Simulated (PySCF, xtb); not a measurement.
C₃H₄BFO₂, SMILES B1(F)OCOC=C1. Other conformers were not sampled.

Harmonic wavenumbers (cm⁻¹) from GFN2-xTB (xtb) at its own minimum, in rising order: 116, 188, 295, 334, 439, 535, 579, 724, 786, 844, 907, 937, 1028, 1065, 1084, 1161, 1225, 1250, 1274, 1353, 1365, 1462, 1625, 2794, 2940, 3050, 3137.

### Question
What does PBE-D3(BJ)/def2-SVP (PySCF) give at its own minimum? (The exact figures need the calculation; the answer reports its results.)

### Answer
148, 240, 346, 368, 457, 548, 660, 739, 773, 838, 926, 953, 1006, 1078, 1127, 1159, 1259, 1287, 1340, 1411, 1433, 1446, 1605, 2909, 3074, 3105, 3157. Paired by order, the mean absolute difference is 39 cm⁻¹ and the zero-point energies are 46.5 and 47.7 kcal/mol.
